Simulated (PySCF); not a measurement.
# Al⁻ (aluminium, charge -1): PBE0 calculation

Configuration: [Ne] 3s2 3p2, high-spin 3P determinant. Calculation: PySCF 2.14, in def2-TZVPPD; no relativity, point nucleus.

```json
{"Total energy": "-242.2569 hartree", "One-electron energy": "-339.7640 hartree", "Hartree (Coulomb) energy": "116.1269 hartree", "Exchange-correlation energy": "-18.6197 hartree", "Kinetic energy": "241.85716 hartree", "⟨S²⟩": "2.0074", "⟨L²⟩": "2.023", "Sum of ⟨r⟩": "18.03 bohr", "Sum of ⟨r²⟩": "53.83 bohr²", "Traceless quadrupole moment −½Σ⟨3z² − r²⟩ along its main axis": "6.25 e·bohr²", "Density at the nucleus (Gaussians lack the cusp)": "1350 bohr⁻³", "Spin density at the nucleus": "-0.124 bohr⁻³", "Langevin diamagnetic susceptibility": "-42.6 ×10⁻⁶ cm³/mol"}
```

```json
{"shell": "1s α", "electrons": "1", "mean orbital energy (eV)": "-1522.1", "spread (eV)": "0", "rms radius, mean of both spins (bohr)": "0.140"}
{"shell": "1s β", "electrons": "1", "mean orbital energy (eV)": "-1522.0", "spread (eV)": "0", "rms radius, mean of both spins (bohr)": "0.140"}
{"shell": "2s α", "electrons": "1", "mean orbital energy (eV)": "-107.78", "spread (eV)": "0", "rms radius, mean of both spins (bohr)": "0.684"}
{"shell": "2s β", "electrons": "1", "mean orbital energy (eV)": "-107.69", "spread (eV)": "0", "rms radius, mean of both spins (bohr)": "0.684"}
{"shell": "2p α", "electrons": "3", "mean orbital energy (eV)": "-67.774", "spread (eV)": "0.043", "rms radius, mean of both spins (bohr)": "0.679"}
{"shell": "2p β", "electrons": "3", "mean orbital energy (eV)": "-67.631", "spread (eV)": "0.198", "rms radius, mean of both spins (bohr)": "0.679"}
{"shell": "3s α", "electrons": "1", "mean orbital energy (eV)": "-3.148", "spread (eV)": "0", "rms radius, mean of both spins (bohr)": "2.99"}
{"shell": "3s β", "electrons": "1", "mean orbital energy (eV)": "-1.794", "spread (eV)": "0", "rms radius, mean of both spins (bohr)": "2.99"}
{"shell": "3p α", "electrons": "2", "mean orbital energy (eV)": "1.617", "spread (eV)": "0", "rms radius, mean of both spins (bohr)": "4.01"}
```

At PBE0 the highest occupied level has a positive energy, so only the finite basis holds that electron; in a semilocal or global hybrid functional this comes from self-interaction and does not mean that the real anion is unbound.
